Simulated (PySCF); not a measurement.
**Calculated properties of `n1cc(ccc1)[Si](C)(C)C`**

Compound: C₈H₁₃NSi.
Cartesian coordinates in Å at the PBE0-D3(BJ)/def2-SVP level; atoms count from 1:
```xyz
23
C8H13NSi angstrom
C     -1.8262    0.3806    1.5973
Si    -1.1247   -0.0361   -0.0970
C     -1.6659   -1.7607   -0.6182
C     -1.7057    1.2240   -1.3669
C      0.7639    0.0086   -0.0163
C      1.4769    0.2612    1.1625
C      2.8694    0.2764    1.1390
C      3.5140    0.0376   -0.0733
N      2.8644   -0.2049   -1.2095
C      1.5356   -0.2162   -1.1688
H     -1.5050   -0.3493    2.3571
H     -1.5139    1.3832    1.9297
H     -2.9272    0.3667    1.5668
H     -1.2376   -2.0299   -1.5964
H     -2.7630   -1.8188   -0.7029
H     -1.3382   -2.5169    0.1119
H     -1.3674    2.2369   -1.0990
H     -1.3101    0.9914   -2.3681
H     -2.8053    1.2358   -1.4347
H      0.9484    0.4472    2.1024
H      3.4494    0.4706    2.0441
H      4.6091    0.0431   -0.1283
H      1.0395   -0.4203   -2.1276
```

Among its groups: pyridine-type ring nitrogen and C–Si bond.

From PBE0-D3(BJ)/def2-SVP geometry optimisation, gas phase (PySCF):

* Rotational constants A, B, C: 2.049, 0.728, 0.648 GHz

From wB97X-D/def2-SVPD ground state, ΔSCF and vertical TDDFT (core frozen in the response) (PySCF):

- Dipole moment: 2.46 D
- HOMO energy: -9.13 eV
- LUMO energy: 0.90 eV
- HOMO–LUMO gap: 10.03 eV
- Lowest singlet excitation: 4.91 eV (252 nm, f = 0.005)
- Strongest line among the 10 lowest singlet transitions: S7 at 7.17 eV (173 nm, f = 0.620)
- Lowest triplet excitation (Tamm–Dancoff): 4.25 eV
- Static isotropic polarisability: 124.1 au
- Vertical ionisation energy: 9.20 eV
- Electronic spatial extent ⟨r²⟩ about the centre of nuclear charge: 1935 bohr²

PBE0/pcSseg-1 ground state and GIAO shieldings, non-relativistic (PySCF):

* Lowest Hirshfeld atomic charge: -0.22 e on C3/C4
* Highest Hirshfeld atomic charge: +0.40 e on Si2
* 13C chemical shifts (computed TMS as zero) by class: 161.1 (C10), 155.8 (C8), 146.0 (C6), 139.1 (C5), 127.8 (C7), -0.9 (C1/C3/C4) ppm
* 1H chemical shifts (computed TMS as zero) by class: 8.86 (H23), 8.70 (H22), 7.70 (H20), 7.13 (H21), 0.29 (H11/H12/H13/H14/H15/H16/H17/H18/H19) ppm
* Isotropic shieldings of nuclei other than C and H, by class: -94 (N9), 356 (Si2) ppm
* Mayer bond orders between heavy atoms: C1–Si2 0.98, Si2–C3 0.99, Si2–C4 0.99, Si2–C5 0.77, C5–C6 1.44, C6–C7 1.43, C7–C8 1.40, C8–N9 1.47, N9–C10 1.49, C10–C5 1.39

Monoisotopic mass (most abundant isotopes): 151.0817 u.

With B = h/(8π²I), that is 505.379 GHz u Å² over I, the principal moments of inertia are 246.7, 693.9 and 779.8 u Å² (most abundant isotopes); the inertial defect Ic − Ia − Ib is -160.8 u Å² (zero for a rigid planar frame, negative otherwise). The largest Löwdin shares of the HOMO are 0.54 on N9, 0.10 on C10, 0.10 on C8 and 0.08 on C5. The vertical singlet–triplet gap S1 − T1 is 0.66 eV (TDDFT singlet less Tamm–Dancoff triplet; S1: HOMO→LUMO, weight 0.93; T1: HOMO−1→LUMO+1, weight 0.57). S1 lies 5.12 eV below the HOMO–LUMO gap; its leading configuration is HOMO→LUMO, weight 0.93. The principal polarisabilities are 96.1, 124.2 and 152.0 au; their mean is the isotropic value. The rotational constants make it an asymmetric top with κ = (2B − A − C)/(A − C) = -0.89, nearer the prolate limit (−1).

Geometry: PBE0-D3(BJ)/def2-SVP; no solvent or vibrations. NMR classes are plain means over equivalent atoms (diastereotopic ones count apart unless rotation or inversion swaps them), as if these changed places fast; in this geometry the members of some classes differ.
